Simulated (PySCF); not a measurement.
**How methods differ on the excitation energy of Fe⁺**

Fe⁺ [Ar] 3d6 4s1 (6D) → Fe⁺ [Ar] 3d6 4p1 (high-spin determinant), as a difference of total energies. Computed with PySCF 2.14 in dyall-av2z (16s12p7d2f, 101 functions), with no relativity, point nucleus. Correlated levels: valence: [Ar] frozen; virtual orbitals above 40 to 60 times the deepest correlated orbital energy dropped. The calculations carry no spin-orbit coupling.

```json
{"method": "UHF", "excitation energy (eV)": "4.416"}
{"method": "MP2 (valence)", "excitation energy (eV)": "4.610"}
{"method": "SCS-MP2 (valence)", "excitation energy (eV)": "4.546"}
{"method": "CCSD (valence)", "excitation energy (eV)": "4.590"}
{"method": "CCSD(T) (valence)", "excitation energy (eV)": "4.586"}
```

Question: How much does correlation contribute at CCSD(T) (valence)?

Answer: 4.586 − (4.416) = 0.170 eV, measured against UHF.

A first-order spin-orbit estimate (lowest level to lowest level, LS coupling) adds 0.019 eV.

The determinant of the upper state mixes LS terms, which raises its energy above the lowest term, most at the Hartree-Fock and MP2 levels.
